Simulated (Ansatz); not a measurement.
Ansatz (a program for electronic structure) input (B3LYP-D3(BJ)/def2-TZVP):

Ansatz 0.2 input:
```yaml
crystal:
  periodic: [false, false, false]
  atoms:
    - {symbol: Sn, position_ang: [0.06943053, -0.00000299, 0.90461376]}
    - {symbol: H, position_ang: [-0.06636738, -1.22820144, -0.40371462]}
    - {symbol: H, position_ang: [-0.02738608, 1.27020454, -0.39326317]}
basis:
  gaussian:
    orbitals: def2-TZVP
hamiltonian:
  xc: b3lyp
  dispersion: d3bj
total_charge: -1
magnetization: {spin_polarized: true, initial_magnetization: 1}
relax: {f_tol: 0.002, max_steps: 150}
```

Output:

```
Functional definition: B3LYP
integrals: 0.01 GiB planned
520 factors; their error is unknown
mean field: 0.16 GiB planned
mean field evaluation 1: about -5865.6996 eV, gradient 1.1e1 eV
mean field evaluation 2: about -5865.7457 eV, gradient 1.0e1 eV
mean field evaluation 4: about -5866.1556 eV, gradient 2.4e-1 eV
mean field evaluation 8: about -5866.2223 eV, gradient 1.0e-2 eV
mean field -5866.22232213 eV, -215.5796940699 hartree, gradient 5.4e-5 eV, S^2 0.752685; 0 other end points of the search recorded, 0 dependent functions left out
the calculation of the forces begins
reference -5866.22251539 eV, -215.5797011722 hartree; 13, 12 occupied and 49, 50 virtual orbitals, 520 factors
relax step   1: F+E_penalty+E_count = -5866.27585099 eV  Δ(F+E_penalty+E_count) = +0.000e0 eV  max|allowed force component| = 1.941e-1 eV/Å  Δτ_max = 0.0000 Å  (28 SCF iters, accepted)
these checks for a lower state are left out or cut short: starts, cluster_reference, orbital_swaps, neighbouring_geometries, increment
integrals: 0.01 GiB planned
520 factors; their error is unknown
mean field: 0.16 GiB planned
mean field evaluation 16: about -5866.0842 eV, gradient 2.7e0 eV
mean field -5866.17755552 eV, -215.5780489275 hartree, gradient 1.9e-5 eV, S^2 0.752703; 0 other end points of the search recorded, 0 dependent functions left out
the calculation of the forces begins
reference -5866.17774678 eV, -215.5780559560 hartree; 13, 12 occupied and 49, 50 virtual orbitals, 520 factors
relax step   2: F+E_penalty+E_count = -5866.23055556 eV  Δ(F+E_penalty+E_count) = +4.530e-2 eV  max|allowed force component| = 3.447e-1 eV/Å  Δτ_max = 0.1789 Å  (28 SCF iters, rejected (line search))
these checks for a lower state are left out or cut short: starts, cluster_reference, orbital_swaps, neighbouring_geometries, increment
integrals: 0.01 GiB planned
520 factors; their error is unknown
mean field: 0.16 GiB planned
mean field -5866.23144037 eV, -215.5800291592 hartree, gradient 1.2e-5 eV, S^2 0.752685; 0 other end points of the search recorded, 0 dependent functions left out
the calculation of the forces begins
reference -5866.23163305 eV, -215.5800362400 hartree; 13, 12 occupied and 49, 50 virtual orbitals, 520 factors
relax step   3: F+E_penalty+E_count = -5866.28483024 eV  Δ(F+E_penalty+E_count) = -8.979e-3 eV  max|allowed force component| = 1.689e-2 eV/Å  Δτ_max = 0.0531 Å  (30 SCF iters, accepted)
these checks for a lower state are left out or cut short: starts, cluster_reference, orbital_swaps, neighbouring_geometries, increment
integrals: 0.01 GiB planned
520 factors; their error is unknown
mean field: 0.16 GiB planned
mean field evaluation 32: about -5866.1650 eV, gradient 1.6e-1 eV
mean field -5866.23147163 eV, -215.5800303077 hartree, gradient 1.5e-5 eV, S^2 0.752684; 0 other end points of the search recorded, 0 dependent functions left out
the calculation of the forces begins
reference -5866.23166430 eV, -215.5800373884 hartree; 13, 12 occupied and 49, 50 virtual orbitals, 520 factors
relax step   4: F+E_penalty+E_count = -5866.28485983 eV  Δ(F+E_penalty+E_count) = -2.959e-5 eV  max|allowed force component| = 5.693e-4 eV/Å  Δτ_max = 0.0019 Å  (23 SCF iters, accepted)
integrals: 0.01 GiB planned
520 factors; their error is unknown
mean field: 0.16 GiB planned
mean field -5866.23147163 eV, -215.5800303077 hartree, gradient 1.5e-5 eV, S^2 0.752684; 1 other end points of the search recorded, 0 dependent functions left out
the calculation of the forces begins
reference -5866.23166430 eV, -215.5800373884 hartree; 13, 12 occupied and 49, 50 virtual orbitals, 520 factors
Total energy: -5866.28505251 eV, -215.5819993688 hartree
Atom 0 at     0.067216     0.006918     0.878697 Å, force    -0.000017     0.000430    -0.000266 eV/Å
Atom 1 at    -0.066322    -1.279174    -0.394539 Å, force    -0.000004     0.000139    -0.000073 eV/Å
Atom 2 at    -0.025217     1.314256    -0.376522 Å, force     0.000022    -0.000569     0.000339 eV/Å
Dipole moment:     0.025776    -0.002461     0.288419 e Å
```
